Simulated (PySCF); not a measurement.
BrCl3Si.

```xyz
5

Cl    -1.6749    -0.9670     1.1137
Si     0.0000     0.0000     0.4206
Cl     1.6749    -0.9670     1.1137
Cl     0.0000     1.9340     1.1137
Br     0.0000     0.0000    -1.7910
```

The structure is a stationary point at PBE-D3(BJ)/def2-SVP.

Method: PBE/pcSseg-1 in PySCF. Non-relativistic, no solvent.

Q: Give the absolute GIAO shielding of each atom: isotropic value and principal components (ppm). (Estimate from the structure and the level; the computed values follow.)

A: 
```csv
atom,σ(iso),σ11,σ22,σ33,span
Cl1,669.0,540.8,549.5,916.6,375.8
Si2,301.9,296.0,296.0,313.7,17.8
Cl3,669.0,540.8,549.5,916.6,375.8
Cl4,669.0,540.8,549.5,916.6,375.8
Br5,2065.8,1743.4,1743.4,2710.7,967.3
```
